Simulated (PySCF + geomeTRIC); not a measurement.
Species: CBrF3, SMILES `FC(F)(F)Br` (charge 0, multiplicity 1).

Give a relaxed geometry from B3LYP-D3(BJ)/def2-TZVP (PySCF + geomeTRIC).

the end point of this relaxation (outside a Z-matrix the atoms follow the SMILES, hydrogens last).
Bonded distances (Å): F1–C2 1.329, C2–F3 1.329, C2–F4 1.329, C2–Br5 1.949. Angles (°): F1–C2–F3 108.8, F1–C2–F4 108.8, F1–C2–Br5 110.1, F3–C2–F4 108.7, F3–C2–Br5 110.2, F4–C2–Br5 110.2.
